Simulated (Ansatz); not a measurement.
The lowest singlet and triplet of ClHSi (SMILES [SiH]Cl); geometries from B3LYP-D3(BJ)/def2-TZVP, each state relaxed from the structure named, with no frequency check.
Singlet (charge 0, multiplicity 1):
```xyz
3

Si    -0.936     0.595     0.000
Cl     0.878    -0.451     0.000
H     -1.810    -0.657     0.000
```

A positive gap puts the triplet lower; no zero-point energy. R- takes a restricted singlet. U- takes an unrestricted singlet (broken symmetry where lower, unprojected). The triplet is unrestricted in single-reference levels. Active spaces average the two states.

Correlated levels freeze the cores.

Programs: Ansatz (Gaussian basis) for Hartree–Fock, density functionals and correlated methods. Values without a source in brackets are computed.

What is the computed gap E(singlet) − E(triplet), vertical, at the singlet's geometry (R-HF/cc-pV(D+d)Z)?

-102 kJ/mol

What gap E(singlet) − E(triplet), vertical, at the singlet's geometry does FIC-MRCISD+Q on SA-CASSCF(2,2)/cc-pV(Q+d)Z give?

-166 kJ/mol

Give the gap E(singlet) − E(triplet), vertical, at the singlet's geometry at the level U-SCS-MP2/cc-pV(D+d)Z (spin-contaminated).

-146 kJ/mol

Doubts at one or more of the structures used: a restricted determinant that unrestricted orbitals would lower (R-HF/cc-pV(D+d)Z).

Ansatz is a program for electronic structure.
